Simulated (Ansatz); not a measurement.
## A geometry optimisation of C3H8AlF with B3LYP-D3(BJ)/def2-SVP

The starting geometry of this gas-phase singlet was optimised with GFN2-xTB; its bonds are those of `CC[CH2][AlH][F]`.

```xyz
13

C    -2.7802   -0.2454    0.2044
C    -1.6603   -1.1671    0.6751
C    -0.2997   -0.7798    0.0675
Al    1.1239   -2.0200    0.7294
F     0.7834   -3.2469    1.7794
H    -3.7309   -0.5382    0.6448
H    -2.8778   -0.2855   -0.8789
H    -2.5726    0.7843    0.4901
H    -1.5970   -1.1318    1.7675
H    -1.9023   -2.1995    0.4024
H    -0.3787   -0.7941   -1.0273
H    -0.0796    0.2658    0.3189
H     2.6025   -1.9648    0.3518
```

**Question.** Predict what becomes of its bonds when it is optimised with B3LYP-D3(BJ)/def2-SVP.

**Answer.** It keeps its bonds, and is `CC[CH2][AlH][F]`.

The energy falls by 0.11 eV over 8 steps:

| step | E − E(last) (eV) |
| --- | --- |
| 1 | 0.111 |
| 2 | 0.014 |
| 3 | 0.003 |
| 4 | 0.001 |
| 5 | 0.000 |
| 6 | 0.000 |
| 7 | 0.000 |
| 8 | 0.000 |

Final geometry (Å):

```xyz
13

C    -2.7925   -0.2221    0.1871
C    -1.7065   -1.1731    0.6920
C    -0.3092   -0.8569    0.1328
Al    1.1639   -2.0031    0.7056
F     0.8442   -3.2556    1.7678
H    -3.7812   -0.4735    0.6044
H    -2.8723   -0.2595   -0.9123
H    -2.5660    0.8212    0.4644
H    -1.6802   -1.1445    1.7956
H    -1.9827   -2.2114    0.4366
H    -0.3289   -0.8742   -0.9758
H    -0.0281    0.1877    0.3767
H     2.6700   -1.8579    0.2503
```

The end wasn't checked by frequencies. Run with Ansatz 0.2.0, 23 s on 2 threads of Arm Neoverse V1, on a shared host.
